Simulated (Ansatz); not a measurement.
Consider the atomization: `C[S][Au-][P+](C)(C)C` → Au• + 4 C• + 12 H• + P• + S•.

Isolated molecules relaxed with PBE0-D4/def2-TZVP in Ansatz; ΔE leaves out vibrations. CCSD(T)/CBS adds triple-zeta CCSD(T) − MP2 to the extrapolated MP2 energy (def2 sets, frozen cores). This one scheme is used for every species, atoms too. For atomizations the MP2-based limit and the directly extrapolated one differ by several kJ/mol either way, and by 10 to 25 for some Ge, Se and Sn compounds, so smaller differences from it don't rank the levels. Functionals use def2-TZVPP. B3LYP here is the variant with VWN-RPA as its local correlation; programs differ in this. Open shells (•) are unrestricted, without spin–orbit coupling. Spin–orbit coupling would lower the free atoms: a little for C, S. def2 core potentials past Kr. Bonds to Au are less sure, by a few kJ/mol each and by 10 to 20 or more in all where they break to atoms, as the def2 sets lack core-valence functions. Each species was taken in one conformer, which may not be the lowest.

| level | ΔE (eV) | difference from CCSD(T)/CBS |
| --- | --- | --- |
| LDA (SPW92) | 80.66 | 9.60 |
| PBE-D4 | 72.02 | 0.96 |
| PBE0-D4 | 71.14 | 0.08 |
| r2SCANh-D4 | 70.91 | -0.15 |
| CAM-B3LYP-D4 | 70.93 | -0.13 |
| B2PLYP | 69.95 | -1.11 |
| PBE | 71.48 | 0.42 |
| BLYP | 69.25 | -1.81 |
| B3LYP | 69.88 | -1.18 |
| r2SCAN0 | 70.29 | -0.77 |
| BHLYP | 68.45 | -2.61 |
| LC-ωPBE | 70.33 | -0.73 |
| HF/def2-TZVPP | 52.00 | -19.06 |
| SCS-MP2/def2-TZVPP | 69.75 | -1.31 |
| CCSD(T)/def2-TZVPP | 69.19 | -1.87 |
| HF/CBS(def2) | 52.11 | -18.95 |
| CCSD(T)/CBS | 71.06 | 0 |

Largest T1 diagnostic among the species: 0.013.

From BLYP to BHLYP (50 % exact exchange), in def2-TZVPP and without D4, ΔE moves by −0.80 eV: exact exchange takes away binding that semilocal exchange gives to molecules. In def2-TZVPP, CCSD(T) changes the Hartree–Fock value by +17.18 eV (the triples alone add +1.06 eV) and MP2 by +18.03 eV; breaking electron pairs costs correlation energy, which Hartree–Fock lacks. At CCSD(T), def2-SVP lies −4.36 eV from the extrapolated value and def2-TZVPP −1.87 eV: correlation converges slowly with the basis, and small sets miss more of it in the bonded molecule than in its fragments.
